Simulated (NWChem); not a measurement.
# BAsH₄; SMILES B[AsH2]

```xyz
6

B      0.0069     1.6612     0.0000
As     0.0057    -0.3215     0.0000
H      0.9620    -0.5987    -1.1407
H      0.9620    -0.5987     1.1407
H     -0.0769     2.2547     1.0473
H     -0.0769     2.2547    -1.0473
```
Atoms are numbered in this order, from 1.

All runs use the structure optimised with PBE0/def2-SVP.

**Question.** Give the principal values of the shielding tensors (ppm) of B1, As2 from BHandHLYP/pcSseg-1, GIAO (NWChem), with their diamagnetic and paramagnetic parts as GIAO splits them.

**Answer.** 
| atom | σ11 | σ22 | σ33 | isotropic | diamagnetic | paramagnetic |
|---|---|---|---|---|---|---|
| B1 | -125.0 | -16.8 | 139.0 | -0.9 | 192.2 | -193.1 |
| As2 | 1482.2 | 1721.5 | 1910.5 | 1704.7 | 2877.8 | -1173.1 |
